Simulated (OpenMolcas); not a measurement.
**Pt4+: moving or changing the point charges**

Pt4+ among 5 point charges of -1.5 e arranged as a trigonal bipyramid (D3h), 1.99 Å from the ion, with the axial distance 1.851 Å.

```json
{
  "Program": "OpenMolcas",
  "Method": "SS-CASPT2, IPEA 0.25 Eh, imaginary shift 0.1 Eh (closed shells correlated: 4f 5s 5p)",
  "Basis": "ANO-RCC-VDZP [7s6p4d2f]",
  "Scalar Hamiltonian": "DKH2, point nucleus",
  "Active space": "6 electrons in 5 orbitals (5d)",
  "State averaging": "2S+1 = 5 even, 5 roots; 2S+1 = 3 even, 45 roots; 2S+1 = 1 even, 50 roots",
  "Spin-orbit coupling": "state interaction with AMFI integrals over the reference wave functions"
}
```

Runs around this geometry, states (labels of D3, the rotations of D3h). Energies in cm-1 above the lowest state or level, χT in cm3 K/mol.

```json
{"R (Å)": "1.99", "q (e)": "-1.5", "Axial / equatorial distance": "0.86", "Ground state": "5E", "First state of that spin": "5E 4160", "First gap with spin-orbit (degeneracies)": "3200 (2, 1)", "χT at 300 K": "4.093", "First state of another spin": "3A2 10840"}
{"R (Å)": "1.99", "q (e)": "-0.75", "Axial / equatorial distance": "0.93", "Ground state": "5E", "First state of that spin": "5E 820", "First gap with spin-orbit (degeneracies)": "910 (2, 1)", "χT at 300 K": "4.574", "First state of another spin": "3A2 16240"}
{"R (Å)": "1.83", "q (e)": "-1.5", "Axial / equatorial distance": "0.93", "Ground state": "5E", "First state of that spin": "5E 1680", "First gap with spin-orbit (degeneracies)": "2880 (2, 1)", "χT at 300 K": "4.031", "First state of another spin": "3A2 9450"}
{"R (Å)": "1.99", "q (e)": "-1.5", "Axial / equatorial distance": "0.93", "Ground state": "5E", "First state of that spin": "5E 1820", "First gap with spin-orbit (degeneracies)": "2050 (2, 1)", "χT at 300 K": "4.233", "First state of another spin": "3A2 13030"}
{"R (Å)": "2.21", "q (e)": "-1.5", "Axial / equatorial distance": "0.93", "Ground state": "5E", "First state of that spin": "5E 1790", "First gap with spin-orbit (degeneracies)": "1430 (2, 1)", "χT at 300 K": "4.408", "First state of another spin": "3A2 15930"}
```

Scaling the charges by -0.75 / -1.5 = 0.50 scales the first state of the same spin by 820 / 1820 = 0.45; with fixed orbitals a first-order splitting would follow the charge.

Roots that are degenerate in the reference are averaged as groups; the widest CASPT2 spread within a group is 420 cm-1 (the 2-fold group of multiplicity 1 near 44000 cm-1 above the lowest state of its run, R = 1.99, q = -1.5, ratio = 0.86). Shifts and gaps below about the spread of the groups concerned are not significant. An orbital doublet at a regular site is open to a Jahn-Teller distortion, which this geometry leaves out. Point charges give a weaker field than real ligands, and real ions of this kind are as a rule low spin; the high spin found here belongs to the model. Free-ion shares, where given, are those of the reference states; single-state CASPT2 does not remix them. Spin-orbit coupling mixes the spin-free states strongly: the lowest level takes only 67 % from its leading state, 5E (figures for R = 1.99, q = -1.5, ratio = 0.86; the like holds for R = 1.83, q = -1.5, ratio = 0.93). This shell can be high or low spin here, a state of another spin lies low, and with metal d orbitals alone active their balance is uncertain, so the ground spin may be wrong (holds for R = 1.99, q = -1.5, ratio = 0.86; R = 1.83, q = -1.5, ratio = 0.93; R = 1.99, q = -1.5, ratio = 0.93). Point charges carry no covalency, so the field is a model and not that of real ligands. No measured value stands beside these numbers.
